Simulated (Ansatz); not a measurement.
Basis-set series for H₉NSi₂Sn, SMILES `[SiH3][N]([SiH3])[SnH3]`. Charge 0, multiplicity 1. Sn takes the def2 core potential. The structure was optimised at the PBE0-D4/def2-TZVP level.

```csv
functional,basis,functions,energy (Eh),HOMO (eV),LUMO (eV)
PBE0-D4,def2-SVP,121,-852.91598,-7.30,-0.43
PBE0-D4,def2-TZVPP,291,-853.20338,-7.41,-0.72
ωB97M-V,def2-SVP,121,-853.07833,-9.50,1.35
ωB97M-V,def2-TZVPP,291,-853.37246,-9.66,0.86
```

Question: Give the rows for def2-QZVPP. (An estimate is asked.)

Answer: Computed: 
```json
{"functional": "PBE0-D4", "basis": "def2-QZVPP", "functions": "549", "energy (Eh)": "-853.22980", "HOMO (eV)": "-7.43", "LUMO (eV)": "-0.77"}
{"functional": "ωB97M-V", "basis": "def2-QZVPP", "functions": "549", "energy (Eh)": "-853.39699", "HOMO (eV)": "-9.67", "LUMO (eV)": "0.68"}
```

Positive LUMOs are unbound and depend on the basis.
